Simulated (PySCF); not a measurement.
Species: C₇H₄FNSe.
SMILES with atom numbers: `[N:1]#[C:2][c:3]1[cH:4][cH:5][c:6]([F:7])[c:8]([SeH:9])[cH:10]1` (hydrogens: H11 on C4; H12 on C5; H13 on Se9; H14 on C10)

Level: CAM-B3LYP/def2-SVPD in PySCF, non-relativistic, on one gas-phase PBE0-D3(BJ)/def2-SVP geometry that isn't relaxed in the solvent. The solvent is an IEF-PCM continuum (van der Waals radii × 1.2). Specific hydrogen bonds and non-electrostatic terms are outside this model. Spin–orbit coupling is left out although an atom past zinc is present.

Gas phase at CAM-B3LYP/def2-SVPD: HOMO -8.12 eV, LUMO -0.73 eV, dipole 3.72 D.

Problem. What does the continuum do to the energy, the frontier levels and the dipole at CAM-B3LYP/def2-SVPD in cyclohexane and chloroform?

Solution. 
```json
{"solvent": "cyclohexane", "ε": "2.017", "E(solvent) − E(gas) (kJ/mol)": "-12.89", "polarisation term (kJ/mol)": "-13.89", "distortion of the solute (kJ/mol)": "1.00", "HOMO (eV)": "-7.98", "LUMO (eV)": "-0.63", "dipole (D)": "4.21"}
{"solvent": "chloroform", "ε": "4.711", "E(solvent) − E(gas) (kJ/mol)": "-23.24", "polarisation term (kJ/mol)": "-26.47", "distortion of the solute (kJ/mol)": "3.23", "HOMO (eV)": "-7.90", "LUMO (eV)": "-0.58", "dipole (D)": "4.59"}
```

Polarisation term: ½ Σ q·V over the induced surface charges. Distortion: the rise of the solute's own energy as its density leaves the gas-phase optimum. From cyclohexane to chloroform the lowering changes by a factor 1.80, Onsager's factor (ε − 1)/(2ε + 1) by 1.76 and ε itself by 2.3.

Problem. Which radius a makes the point-dipole formula ΔE = −[(ε − 1)/(2ε + 1)]·μ²/a³ give the value in chloroform, with the gas-phase dipole?

Solution. μ = 1.462 au and |ΔE| = 0.00885 Eh give a = 2.34 Å; the farthest nucleus lies 3.93 Å from the centroid of the nuclei, so such a sphere wouldn't even hold the nuclei. The formula assumes a rigid point dipole at the centre of a sphere.

Problem. How does the static polarisability (CAM-B3LYP/def2-SVPD, frozen core, with the continuum's full static response) change?

Solution. 
```json
{"medium": "gas", "isotropic (au)": "115.6", "principal values (au)": "67.6, 117.8, 161.4", "⟨r²⟩ of the electrons (bohr²)": "2260.0"}
{"medium": "cyclohexane", "isotropic (au)": "132.3", "principal values (au)": "75.8, 135.7, 185.3", "⟨r²⟩ of the electrons (bohr²)": "2261.3"}
{"medium": "chloroform", "isotropic (au)": "147.9", "principal values (au)": "85.4, 152.6, 205.7", "⟨r²⟩ of the electrons (bohr²)": "2262.4"}
```

The isotropic value in chloroform is 1.28 times the gas-phase one; no cavity-field correction is applied. ⟨r²⟩ is taken about the centre of nuclear charge.

Conformer computed: `[N:1]#[C:2][c:3]1[cH:4][cH:5][c:6]([F:7])[c:8]([SeH:9])[cH:10]1`: H–Se9–C8–C6 1°.
